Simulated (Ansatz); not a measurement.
Molecule: hydrogen iodide, HI, net charge 0, singlet state. SMILES: I
Geometry from a B3LYP-D3(BJ)/def2-TZVP (Ansatz, an electronic-structure program) optimisation:
```xyz
2

I      0.0000     0.0000    -0.0299
H      0.0000     0.0000     1.5855
```
Charge 0, spin multiplicity 1.

Wanted: vertical triplet-singlet gap, E(triplet) - E(singlet), in eV. Set-up: each state is the SCF solution reached for its charge and spin; LANL2DZ with its own core potentials from Na on; no spin-orbit coupling; def2 sets with scalar-relativistic core potentials past Kr; 6-31G* and kin with 6d, 5d where marked; UHF or UKS for open shells. Ab initio and DFT rows: single points at B3LYP-D3(BJ) geometries (Ansatz). Levels can end on unlike triplets.

```
species            coefficient  E at B3LYP/6-31G* with LANL2DZ past Ar (Ansatz), Eh  E at wB97X-V/def2-TZVPD (Ansatz), Eh
-----------------  -----------  ---------------------------------------------------  ------------------------------------
charge 0, triplet           +1                                            -11.78025                            -298.10457
charge 0, singlet           -1                                            -11.97540                            -298.29346
```

 1 Eh = 27.2114 eV.

Compute it at each level from the table.


- B3LYP/6-31G* with LANL2DZ past Ar: the sum of coefficient times E is 0.19515 Eh, or 5.310 eV. Result: 5.31 eV.
- wB97X-V/def2-TZVPD: the sum of coefficient times E is 0.18889 Eh, or 5.140 eV. Result: 5.14 eV.
